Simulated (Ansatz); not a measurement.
NiCl₂. Charge 0, multiplicity 3. Geometry PBE-D4/def2-TZVP, basis def2-TZVP, Ansatz.

Cartesian coordinates in Å:
```
Ni 0.000 0.000 0.000
Cl -1.959 0.565 -0.227
Cl 1.959 -0.565 0.227
```

```json
{"run": "A", "HOMO (eV)": "-11.69", "LUMO (eV)": "-2.57"}
{"run": "B", "HOMO (eV)": "-6.97", "LUMO (eV)": "-6.54"}
{"run": "C", "HOMO (eV)": "-8.69", "LUMO (eV)": "-5.32"}
{"run": "D", "HOMO (eV)": "-8.87", "LUMO (eV)": "-5.04"}
{"run": "E", "HOMO (eV)": "-12.44", "LUMO (eV)": "1.62"}
{"run": "F", "HOMO (eV)": "-8.13", "LUMO (eV)": "-5.84"}
```

HSE06 is defined as in plane-wave codes, on full-range PBE exchange.

HOMO and LUMO are taken over both spins.

Q: The runs used B97M-V, HF, HSE06, LDA (SPW92), r2SCANh, ωB97X-V. Estimate which is which.

A: A ωB97X-V (range-separated); B LDA (SPW92) (0 % exact exchange); C r2SCANh (10 % exact exchange); D HSE06 (range-separated); E HF (100 % exact exchange); F B97M-V (0 % exact exchange). Exact exchange lowers occupied and raises empty levels; among semilocal functionals meta-GGAs tend to open the gap a little, and such runs are hard to tell apart. The gap grows from 0.43 eV (LDA (SPW92)) to 14.06 eV (HF).
